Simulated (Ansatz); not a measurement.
Isolated molecules relaxed with PBE0-D4/def2-TZVP in Ansatz; ΔE leaves out vibrations. CBS: MP2 limit from def2 TZ/QZ plus the TZ coupled-cluster correction, frozen cores. This one scheme is used for every species. Functionals use def2-TZVPP. B3LYP here is the variant with VWN-RPA as its local correlation; programs differ in this. One conformer a species, not always the lowest.

Reaction (cleavage of the Si–Si bond): `O[SiH2][SiH2][SiH2]F` + H₂S → `F[SiH2][SiH2]S` + `O[SiH3]`

| level | ΔE (kJ/mol) | difference from CCSD(T)/CBS |
| --- | --- | --- |
| ωB97X-V | -49.6 | 2.1 |
| ωB97M-V | -53.8 | -2.1 |
| PBE | -42.6 | 9.1 |
| PBE0 | -46.2 | 5.5 |
| B3LYP | -52.0 | -0.3 |
| HF/def2-TZVPP | -63.2 | -11.5 |
| MP2/def2-TZVPP | -58.6 | -6.9 |
| CCSD(T)/def2-TZVPP | -49.3 | 2.4 |
| HF/def2-QZVPP | -63.6 | -11.9 |
| MP2/def2-QZVPP | -60.1 | -8.4 |
| CCSD(T)/CBS | -51.7 | 0 |

Largest T1 diagnostic among the species: 0.013.

In def2-TZVPP, CCSD(T) changes the Hartree–Fock value by +13.9 kJ/mol (the triples alone add +0.9 kJ/mol) and MP2 by +4.6 kJ/mol. From PBE to PBE0 (25 % exact exchange), in def2-TZVPP and without D4, ΔE moves by −3.6 kJ/mol.
